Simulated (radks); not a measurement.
Valence configurations of Sn III (all share [Kr]). All-electron calculation, scalar-relativistic Kohn-Sham, LDA (Slater exchange, Perdew-Wang correlation), spin-polarised, spherical densities, finite nucleus; open shells are filled with parallel spins first (spin-orbit coupling, left out, can overturn this in heavy ions); Fermi nuclear charge, rms radius 4.6519 fm. Program: a radial shooting solver on a logarithmic mesh with Libxc functionals. Energies are relative to 4d10 5s2; eigenvalues in eV for spin up.

| valence | E (eV) | moment (Bohr magnetons) | e(4d) | e(5p) | e(5s) |
|---|---|---|---|---|---|
| 4d10 5s2 | 0.000 | 0 | -43.392 | - | -26.529 |
| 4d10 5s1 5p1 | 7.625 | 2 | -44.896 | -19.530 | -28.076 |
| 4d9.5 5s2 5p0.5 | 13.051 | 1 | -46.787 | -19.359 | -28.092 |
| 4d9 5s2 5p1 | 26.969 | 2 | -50.164 | -20.490 | -29.567 |
| 4d9 5s1 5p2 | 34.341 | 4 | -51.492 | -21.621 | -30.866 |
| 4d10 5p2 | 16.222 | 2 | -46.211 | -20.219 | - |
| 4d8 5s2 5p2 | 57.473 | 4 | -56.884 | -22.572 | -32.337 |
| 4d9 5p3 | 43.639 | 4 | -52.727 | -22.239 | - |
| 4d8 5s1 5p3 | 64.605 | 6 | -58.078 | -23.551 | -33.474 |
| 4d9.5 5p2.5 | 29.492 | 3 | -49.469 | -21.250 | - |

NIST lists [Kr] 4d10 5s2 as the ground configuration; this level of theory agrees among the configurations tried. The energies are those of spherical high-spin densities, not of single terms.
